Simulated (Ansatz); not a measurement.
Job for Ansatz (an electronic-structure program): R-PBE/def2-TZVPP on CH5NOSn (SMILES C[O][Sn][NH2]), a point of a torsion scan. Elements past Kr take the def2 small-core potentials; no spin–orbit coupling.

Ansatz 0.2 input:
```yaml
crystal:
  periodic: [false, false, false]
  atoms:
    - {symbol: C, position_ang: [-2.12545567, -0.34172168, 0.12450488]}
    - {symbol: O, position_ang: [-0.75165142, -0.21381612, 0.33839397]}
    - {symbol: Sn, position_ang: [1.01021602, 0.29473179, 1.14117171]}
    - {symbol: N, position_ang: [0.90872876, 2.36418626, 1.10058648]}
    - {symbol: H, position_ang: [-2.66345293, 0.55181318, 0.45230531]}
    - {symbol: H, position_ang: [-2.51655601, -1.20631974, 0.66815964]}
    - {symbol: H, position_ang: [-2.31463286, -0.48576579, -0.94303137]}
    - {symbol: H, position_ang: [0.09165233, 2.87572266, 0.79036787]}
    - {symbol: H, position_ang: [1.59215317, 3.04513216, 1.40461211]}
basis:
  gaussian:
    orbitals: def2-TZVPP
hamiltonian:
  xc: {name: PBE}
scf: {lower_state_search: off}
```

Output:

```
WARN ansatz: RAYON_NUM_THREADS=1 ignored (pool sized by the plan → 1); use --threads N
Functional definition: PBE
these checks for a lower state are left out or cut short: stability, starts, cluster_reference, orbital_swaps, neighbouring_geometries, increment
integrals: 0.11 GiB planned
1169 factors; their error is unknown
mean field: 0.83 GiB planned
mean field evaluation 1: about -10462.4025 eV, gradient 1.0e2 eV
mean field evaluation 2: about -10242.9275 eV, gradient 2.6e2 eV
mean field evaluation 4: about -10480.4877 eV, gradient 4.4e1 eV
mean field evaluation 8: about -10484.2013 eV, gradient 6.0e-1 eV
mean field evaluation 16: about -10484.1860 eV, gradient 1.2e-3 eV
mean field -10484.18596776 eV, -385.2867278787 hartree, gradient 2.2e-6 eV, S^2 0.000000; 0 other end points of the search recorded, 0 dependent functions left out
reference -10484.18601459 eV, -385.2867295998 hartree; 24, 24 occupied and 189, 189 virtual orbitals, 1169 factors
Total energy: -10484.18601459 eV, -385.2867295998 hartree
Checks for a lower state left out: stability, starts, cluster_reference, orbital_swaps, neighbouring_geometries, increment
```

The calculation finished and met its thresholds.

Cost: roughly 2.3 core-seconds.
